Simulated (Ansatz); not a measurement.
Cu(PH3)Me (CH6CuP) was relaxed with r2SCAN-D4 (def2-TZVP, def2-TZVPD) in Ansatz in these states: charge +1 doublet, charge -1 doublet, neutral singlet. The geometries follow in no particular order.

A:

```
atom    x (Å)    y (Å)    z (Å)
 Cu1  -0.0095   0.4096  -0.0279
  P2   0.7001  -1.0998   1.4229
  H3   2.0616  -0.9451   1.7803
  H4   0.8026  -2.6712   1.6724
  H5   0.1801  -0.9163   2.7273
  C6  -0.8088   1.1837  -1.6379
  H7  -1.8362   0.8264  -1.8089
  H8  -0.2341   0.9322  -2.5430
  H9  -0.8559   2.2805  -1.5852
```

B:

```xyz
9

Cu    0.2394    0.0858   -0.0842
P    -1.7734   -0.6389    0.6067
H    -2.8976    0.0175    0.0753
H    -2.0325   -0.5606    1.9866
H    -2.0858   -1.9839    0.3413
C     2.0059    0.7226   -0.6866
H     2.6581    0.1005   -0.0724
H     1.9356    1.7774   -0.4183
H     1.9503    0.4796   -1.7484
```

C:

```csv
atom,x (Å),y (Å),z (Å)
Cu1,-0.146,0.089,0.136
P2,1.317,-0.729,-1.243
H3,1.093,-0.663,-2.637
H4,1.647,-2.102,-1.183
H5,2.640,-0.231,-1.254
C6,-1.437,0.799,1.355
H7,-1.151,0.604,2.394
H8,-2.424,0.352,1.193
H9,-1.541,1.883,1.238
```

Question: Judge from the bond lengths which geometry belongs to which state (an estimate).

Answer: A is the charge -1 doublet (P2–H4 1.594 Å, Cu1–P2 2.211 Å, Cu1–C6 1.957 Å); B is the charge +1 doublet (P2–H4 1.406 Å, Cu1–P2 2.248 Å, Cu1–C6 1.972 Å); C is the neutral singlet (P2–H4 1.414 Å, Cu1–P2 2.170 Å, Cu1–C6 1.913 Å).

At r2SCAN-D4/def2-TZVPD the highest occupied level of the relaxed charge -1 doublet lies above zero (up to 1.91 eV). By energy differences it is unbound by 0.42 eV (each at its own geometry, against the charge 0 singlet, at PBE0-D4/def2-TZVPD) and held by the finite basis.
